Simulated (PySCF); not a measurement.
C7H7, SMILES [CH2]c1ccccc1, multiplicity 2. Atoms are numbered in the order given.

```xyz
14

C      0.0000     0.0000     2.4044
C      0.0000     0.0000     0.9939
C      0.0000    -1.2186     0.2527
C      0.0000    -1.2124    -1.1345
C      0.0000     0.0000    -1.8399
C      0.0000     1.2124    -1.1345
C      0.0000     1.2186     0.2527
H      0.0000    -0.9380     2.9655
H      0.0000     0.9380     2.9655
H      0.0000    -2.1672     0.7979
H      0.0000    -2.1599    -1.6813
H      0.0000     0.0000    -2.9333
H      0.0000     2.1599    -1.6813
H      0.0000     2.1672     0.7979
```
Charge 0, spin multiplicity 2.

The structure is a stationary point at ωB97X-D3(BJ)/def2-SVP.

Computed with PBE/def2-TZVP (PySCF).

ESP charges are fitted to the potential on shells at 1.4 to 2.0 van der Waals radii. Atomic charges (e):

```json
[
 {"atom": "C1", "ESP fit": "-0.63", "meta-Löwdin": "-0.26", "Löwdin": "-0.14", "Mulliken": "-0.30", "Mulliken spin": "0.76"},
 {"atom": "C2", "ESP fit": "0.47", "meta-Löwdin": "0.02", "Löwdin": "-0.20", "Mulliken": "0.23", "Mulliken spin": "-0.12"},
 {"atom": "C3", "ESP fit": "-0.30", "meta-Löwdin": "-0.12", "Löwdin": "-0.10", "Mulliken": "-0.19", "Mulliken spin": "0.18"},
 {"atom": "C4", "ESP fit": "-0.11", "meta-Löwdin": "-0.12", "Löwdin": "-0.15", "Mulliken": "-0.09", "Mulliken spin": "-0.07"},
 {"atom": "C5", "ESP fit": "-0.15", "meta-Löwdin": "-0.12", "Löwdin": "-0.14", "Mulliken": "-0.11", "Mulliken spin": "0.23"},
 {"atom": "C6", "ESP fit": "-0.11", "meta-Löwdin": "-0.12", "Löwdin": "-0.15", "Mulliken": "-0.09", "Mulliken spin": "-0.07"},
 {"atom": "C7", "ESP fit": "-0.30", "meta-Löwdin": "-0.12", "Löwdin": "-0.10", "Mulliken": "-0.19", "Mulliken spin": "0.18"},
 {"atom": "H8", "ESP fit": "0.21", "meta-Löwdin": "0.12", "Löwdin": "0.12", "Mulliken": "0.12", "Mulliken spin": "-0.03"},
 {"atom": "H9", "ESP fit": "0.21", "meta-Löwdin": "0.12", "Löwdin": "0.12", "Mulliken": "0.12", "Mulliken spin": "-0.03"},
 {"atom": "H10", "ESP fit": "0.16", "meta-Löwdin": "0.12", "Löwdin": "0.15", "Mulliken": "0.10", "Mulliken spin": "-0.01"},
 {"atom": "H11", "ESP fit": "0.14", "meta-Löwdin": "0.12", "Löwdin": "0.15", "Mulliken": "0.10", "Mulliken spin": "0.00"},
 {"atom": "H12", "ESP fit": "0.13", "meta-Löwdin": "0.12", "Löwdin": "0.14", "Mulliken": "0.11", "Mulliken spin": "-0.01"},
 {"atom": "H13", "ESP fit": "0.14", "meta-Löwdin": "0.12", "Löwdin": "0.15", "Mulliken": "0.10", "Mulliken spin": "0.00"},
 {"atom": "H14", "ESP fit": "0.16", "meta-Löwdin": "0.12", "Löwdin": "0.15", "Mulliken": "0.10", "Mulliken spin": "-0.01"}
]
```

Computed Mayer and Wiberg (Löwdin basis) orders of the bonds:
```
bond    Mayer  Wiberg
------  -----  ------
C1–C2    1.28    1.60
C2–C3    1.23    1.36
C3–C4    1.49    1.65
C4–C5    1.36    1.55
C5–C6    1.36    1.55
C2–C7    1.23    1.36
C6–C7    1.49    1.65
C1–H8    0.96    0.91
C1–H9    0.96    0.91
C3–H10   0.96    0.82
C4–H11   0.96    0.82
C5–H12   0.96    0.83
C6–H13   0.96    0.82
C7–H14   0.96    0.82
```
